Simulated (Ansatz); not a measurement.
Program: Ansatz. Geometries: PBE0-D4/def2-TZVP. ΔE: electronic, gas phase. CCSD(T)/CBS is the MP2 limit (def2-TZVPP, def2-QZVPP) plus CCSD(T) − MP2 in def2-TZVPP, frozen cores. Functionals use def2-TZVPP. B3LYP here is the variant with VWN-RPA as its local correlation; programs differ in this. For Ga outer-core shells are correlated without core-valence functions, which leaves a few kJ/mol of doubt a bond. Scalar relativity is left out up to krypton. One conformer a species, not always the lowest.

Consider the redistribution: `CC[O][GaH2]` + `CN[SiH2][SiH2]N` → `CN[SiH2][GaH2]` + `CCO[SiH2]N`.

`CC[O][GaH2]`:

Cartesian coordinates in Å:
```
C 0.102 -0.305 -1.258
C 0.962 -0.533 -0.035
O 0.454 -0.018 1.167
Ga -1.045 0.873 1.526
H 0.582 -0.741 -2.138
H -0.882 -0.768 -1.147
H -0.046 0.762 -1.450
H 1.122 -1.611 0.100
H 1.953 -0.090 -0.200
H -2.067 1.207 0.394
H -1.136 1.225 3.040
```

`CN[SiH2][SiH2]N`:

Cartesian coordinates in Å:
```
C 0.963 1.280 -1.288
N 1.632 0.184 -0.619
Si 1.036 -0.556 0.815
Si -1.186 -1.250 0.533
N -2.194 0.154 0.405
H -0.119 1.168 -1.181
H 1.185 1.277 -2.359
H 1.233 2.267 -0.889
H 2.630 0.175 -0.761
H 1.919 -1.720 1.107
H 1.069 0.321 2.037
H -1.532 -2.176 1.661
H -1.366 -2.029 -0.723
H -3.163 0.035 0.150
H -2.107 0.870 1.109
```

`CN[SiH2][GaH2]`:

```xyz
12

C     0.590   -0.801    1.875
N     0.250    0.111    0.803
Si   -0.245   -0.417   -0.761
Ga   -0.774    1.510   -2.107
H     0.475   -0.318    2.849
H     1.613   -1.197    1.809
H    -0.093   -1.655    1.857
H     0.719    1.000    0.867
H     0.772   -1.258   -1.482
H    -1.421   -1.319   -0.587
H    -1.580    1.393   -3.454
H    -0.305    2.951   -1.670
```

`CCO[SiH2]N`:

```xyz
14

C     1.207    1.149    1.675
C     0.845    0.330    0.461
O    -0.530    0.489    0.178
Si   -1.243   -0.125   -1.171
N    -1.241   -1.824   -1.333
H     0.621    0.828    2.539
H     1.003    2.206    1.499
H     2.267    1.033    1.912
H     1.068   -0.730    0.638
H     1.446    0.649   -0.403
H    -2.635    0.363   -1.071
H    -0.522    0.378   -2.372
H    -1.775   -2.432   -0.735
H    -0.509   -2.314   -1.817
```

(1) Is it downhill or uphill in electronic energy at CCSD(T)/CBS, and by how much? (Estimate.)

(2) What do these levels give: r2SCAN-D4, PBE0-D4, B3LYP-D4, ωB97X-V, ωB97M-V, r2SCAN, B3LYP, SCS-MP2/def2-TZVPP, CCSD(T)/def2-TZVPP, HF/def2-QZVPP, MP2/def2-QZVPP, SCS-MP2/def2-QZVPP? (Estimate.)

Largest T1 diagnostic among the species: 0.014.

Answers

(1) Computed: Downhill: ΔE = -0.71 eV.

(2) Ansatz gave: r2SCAN-D4 -0.67, PBE0-D4 -0.66, B3LYP-D4 -0.69, ωB97X-V -0.68, ωB97M-V -0.76, r2SCAN -0.68, B3LYP -0.75, SCS-MP2/def2-TZVPP -0.71, CCSD(T)/def2-TZVPP -0.68, HF/def2-QZVPP -0.89, MP2/def2-QZVPP -0.72, SCS-MP2/def2-QZVPP -0.72 eV.

In def2-TZVPP, CCSD(T) changes the Hartree–Fock value by +0.20 eV (the triples alone add +0.04 eV) and MP2 by +0.18 eV. The D4 term adds +0.06 eV with B3LYP and +0.03 eV with PBE0; it sums over pairs of atoms, weighted by their polarisabilities, and B3LYP, whose exchange is more repulsive, gets the larger term. From PBE to PBE0 (25 % exact exchange), in def2-TZVPP and without D4, ΔE moves by −0.08 eV.
